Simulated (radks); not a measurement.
Values are calculated unless marked as measured or tabulated.
Problem. The iridium ion Ir11+ is in [Kr] 4d10 4f14 5s2 5p4. Level of theory: scalar-relativistic Kohn-Sham, PBE, spin-polarised, spherical densities, finite nucleus; Fermi nuclear charge, rms radius of each element as measured or else 0.836 A^(1/3) + 0.57 fm (a radial shooting solver on a logarithmic mesh with Libxc functionals). Open shells are filled with parallel spins first. One electron is removed from 4f, 4d, 5s, 5p in turn, with full relaxation. Which removal costs least, and what does each cost?

Solution. 5p 238.30 eV; 4f 268.92 eV; 5s 287.89 eV; 4d 499.38 eV. The 5p electron leaves first.
